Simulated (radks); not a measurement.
Results of a calculation; reference values are marked as such.
Question: Coherent X-ray form factor from a spherical all-electron density. Level of theory: non-relativistic Kohn-Sham, exchange-only PBE, spin-polarised, spherical densities, point nucleus (a radial shooting solver on a logarithmic mesh with Libxc functionals).

| sin(theta)/lambda (1/angstrom) | f0 (electrons) |
|---|---|
| 0.05 | 81.590 |
| 0.1 | 78.142 |
| 0.15 | 73.978 |
| 0.2 | 69.823 |
| 0.25 | 65.860 |
| 0.3 | 62.091 |
| 0.4 | 55.144 |
| 0.5 | 49.138 |
| 0.6 | 44.126 |
| 0.8 | 36.349 |
| 1 | 30.252 |
| 1.25 | 24.113 |
| 1.5 | 19.644 |
| 2 | 14.764 |

The species is in the configuration that NIST lists as its ground one. Which atom or ion scatters so?

Answer: Neutral bismuth, [Hg] 6p3. Extrapolating in s^2 from the first two rows gives f0(0) = 82.7, near the electron count 83; among species with that count, the fall with angle is slower the higher Z, and the table is that of Z = 83; from so few rows the species is fixed only to a neighbour or two.
